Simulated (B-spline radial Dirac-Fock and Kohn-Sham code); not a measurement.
Calculated with a radial finite-basis atomic code, using the Dirac equation of a negative muon with reduced mass in the field of a spherical finite nucleus, with the Uehling potential to all orders; nuclear polarisation, deformation, hyperfine structure, self-energy, higher-order vacuum polarisation, relativistic recoil and electron screening are left out. The nuclear charge is a Fermi distribution (skin thickness 2.3 fm).

Task: A muonic atom of atomic mass 209.98 u emits these computed lines: 2p3/2 → 1s1/2 6022 keV, 3d5/2 → 2p3/2 2553 keV, 4f7/2 → 3d5/2 961.5 keV, 5g9/2 → 4f7/2 442.1 keV. Which element is it, and what rms charge radius was used?

Result: Bismuth (Z = 83, nuclide ²¹⁰Bi); the high transitions hardly feel the nucleus and fix Z. The 2p → 1s line lies 10590 keV below the value for a point nucleus without QED, which for this nuclear model gives a radius near 5.53 fm (5.53 fm was used).
